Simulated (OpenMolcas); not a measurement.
Pt2+ (d8) in a complex was computed by CASSCF with the d shell active (OpenMolcas, ANO-RCC-VDZP on the metal). Its lowest spin-free states, and all those of the highest spin:

| 2S+1 | Degeneracy | E (cm-1) |
| --- | --- | --- |
| 3 | 3 | 0.0 |
| 3 | 3 | 5778 |
| 1 | 2 | 9005 |
| 1 | 3 | 10219 |
| 3 | 1 | 12295 |
| 3 | 3 | 15072 |
| 1 | 3 | 17713 |
| 1 | 1 | 18019 |
| 1 | 3 | 19076 |
| 1 | 2 | 24477 |
| 1 | 1 | 40794 |

Task: Is the site octahedral, tetrahedral or cube-like, axial, or of lower symmetry?

Result: The states with 2S+1 = 3 have orbital degeneracies 3, 3, 1, 3. Threefold states need a cubic site. For d8 at this spin an octahedron puts the single A2 below the threefold T2 and a tetrahedron or cube puts the threefold T1 below the threefold T2, so the site is a tetrahedron or a cube, which this pattern cannot tell apart. The run had Pt2+ with 4 ligands (chloride) in tetrahedral coordination (Td) at 2.36 Å. A charge of +0.5 e stands 2.6 Å behind each ligand. Ligand basis ANO-RCC-VDZP.

An orbital triplet at a regular site is open to Jahn-Teller coupling, which can distort the site and quench the lowest spin-orbit gaps and is left out. Without dynamic correlation the repulsion within the d shell is too large (B by tens of per cent), so at a given field states of lower spin stand too high. Real 4d8 and 5d8 ions are as a rule square planar and diamagnetic. The least metal-like active orbital is 81 % on the metal (Löwdin) and no ligand orbital is active, so the numbers are rough. With metal d orbitals alone the field can be off either way by tens of per cent. Ligand-to-metal charge-transfer states are missing. With no ligand orbital active B as a rule stays too high, so bands that hang on it stand too high and its fall with covalency is understated. No measured value stands beside these numbers; the geometry is a model, was not optimised and need not be the one that this ion takes.
